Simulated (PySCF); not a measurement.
From results back to the method.

C4H12AlN.
Atom-mapped SMILES: `[CH3:1]/[CH:2]=[CH:3]/[CH2:4][AlH2-:5][NH3+:6]` (hydrogens: H7, H8, H9 on C1; H10 on C2; H11 on C3; H12, H13 on C4; H14, H15 on Al5; H16, H17, H18 on N6)

The closed-shell ground state was solved 7 times with PySCF (density fitting, gas phase), always in the pcSseg-1 basis (169 functions), with these functionals: B97-2, BHandHLYP, CAM-B3LYP, HF, KT2, LC-wPBE and wB97X-D. Geometry: PBE0-D3(BJ)/def2-SVP, one conformer, isolated molecule.

```json
{"row": "P", "total energy (Eh)": "-462.6958", "HOMO (eV)": "-5.13", "LUMO (eV)": "-0.76", "dipole (D)": "4.24"}
{"row": "Q", "total energy (Eh)": "-456.6598", "HOMO (eV)": "-7.03", "LUMO (eV)": "0.88", "dipole (D)": "4.43"}
{"row": "R", "total energy (Eh)": "-454.7778", "HOMO (eV)": "-8.42", "LUMO (eV)": "3.00", "dipole (D)": "4.52"}
{"row": "S", "total energy (Eh)": "-456.7334", "HOMO (eV)": "-5.88", "LUMO (eV)": "0.20", "dipole (D)": "4.38"}
{"row": "T", "total energy (Eh)": "-456.7290", "HOMO (eV)": "-7.89", "LUMO (eV)": "1.97", "dipole (D)": "4.43"}
{"row": "U", "total energy (Eh)": "-456.5918", "HOMO (eV)": "-8.66", "LUMO (eV)": "2.32", "dipole (D)": "4.52"}
{"row": "V", "total energy (Eh)": "-456.6872", "HOMO (eV)": "-7.35", "LUMO (eV)": "1.03", "dipole (D)": "4.43"}
```

Question: Which functional belongs to which row?

Answer: P = KT2, Q = BHandHLYP, R = HF, S = B97-2, T = wB97X-D, U = LC-wPBE, V = CAM-B3LYP. By rising HOMO–LUMO gap: KT2 (GGA) 4.37 eV; B97-2 (global hybrid, 21 % exact exchange) 6.08 eV; BHandHLYP (global hybrid, 50 % exact exchange) 7.91 eV; CAM-B3LYP (range-separated hybrid) 8.38 eV; wB97X-D (range-separated hybrid) 9.86 eV; LC-wPBE (range-separated hybrid) 10.98 eV; HF (all exact exchange) 11.42 eV. Total energies of different functionals aren't bounds to one another; each is stationary for its own functional.

Shape of the structure used: `[CH3:1]/[CH:2]=[CH:3]/[CH2:4][AlH2-:5][NH3+:6]`: C2–C3–C4–Al5 97°, C3–C4–Al5–N6 -47°.

wB97X-D is run here without its empirical dispersion term; that term would change no orbital, density or response property at a fixed geometry.
